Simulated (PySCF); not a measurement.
Species, as SMILES: Cl[Si]Cl (closed-shell singlet).
Geometry (B3LYP-D3(BJ)/def2-TZVP, fixed):
```
Si
Cl 1 2.0938
Cl 1 2.0938 2 101.66
```

Basis-set convergence of the mean static polarisability at HF with PySCF. All functions are spherical. Density fitting with generated auxiliary sets. No added dispersion term, no relativity. Reference: the value in aug-pcseg-3, 55.89 bohr³, itself unsure by roughly 0.2 % (its mean distance from aug-cc-pV(Q+d)Z, aug-pcseg-2, aug-cc-pV(T+d)Z). Deviations are taken from unrounded values. Cost is core time over that of 6-311++G(2d,2p), rough, on shared machines of one kind; a dash marks a row that isn't timed (too short, read off another run, short of memory, by another algorithm or on other hardware).

| basis | functions | mean static polarisability (bohr³) | minus reference (%) | cost |
|---|---|---|---|---|
| 6-31+G* | 66 | 46.38 | -17.0 | - |
| 6-311+G** | 90 | 46.63 | -16.6 | 0.8× |
| Sadlej pVTZ | 96 | 55.76 | -0.2 | 0.9× |
| 6-311++G(2d,2p) | 105 | 50.90 | -8.9 | 1× |
| cc-pV(T+d)Z | 117 | 48.73 | -12.8 | 2× |
| def2-TZVPP | 126 | 48.71 | -12.8 | 2× |
| def2-QZVPPD | 234 | 55.87 | 0.0 | 10× |
| aug-pcseg-3 | 267 | 55.89 | 0.0 | 20× |
| cc-pV(5+d)Z | 300 | 54.01 | -3.4 | 20× |

The smallest set listed that lies within 2 % of the reference with all its larger relatives (same family, alike in diffuse functions; a set with none counts only in the reference's own line) is aug-pcseg-3 (267 functions, 20× in cost, 0.0 % off). Inside, with no larger relative to test it: Sadlej pVTZ, def2-QZVPPD.
